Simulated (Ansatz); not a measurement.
Gas-phase electronic energies from Ansatz, PBE0-D4/def2-TZVP geometries. CCSD(T)/CBS adds triple-zeta CCSD(T) − MP2 to the extrapolated MP2 energy (def2 sets, frozen cores). Functionals use def2-TZVPP. B3LYP here is the variant with VWN-RPA as its local correlation; programs differ in this. For Mg outer-core shells are correlated without core-valence functions, which leaves a few kJ/mol of doubt a bond. Each species was taken in one conformer, which may not be the lowest.

Reaction (redistribution): `[CH3][Mg][Cl]` + `F[SiH2]B[SiH3]` → `[F][Mg][Cl]` + `C[SiH2]B[SiH3]`

```
        level  ΔE (kJ/mol)
       PBE-D4        -56.1
     B3LYP-D4        -52.3
      ωB97X-V        -54.8
MP2/CBS(def2)        -55.9
```

Q: What does CCSD(T)/CBS give? (Estimate.)

A: Computed: -52.0 kJ/mol. The listed levels differ from it by -4.1, -0.3, -2.8, -3.9 kJ/mol.

Largest T1 diagnostic among the species: 0.013.

The D4 term adds −5.9 kJ/mol with B3LYP and −3.4 kJ/mol with PBE0; it sums over pairs of atoms, weighted by their polarisabilities, and B3LYP, whose exchange is more repulsive, gets the larger term. In def2-TZVPP, CCSD(T) changes the Hartree–Fock value by −7.6 kJ/mol (the triples alone add −0.7 kJ/mol) and MP2 by −11.5 kJ/mol.
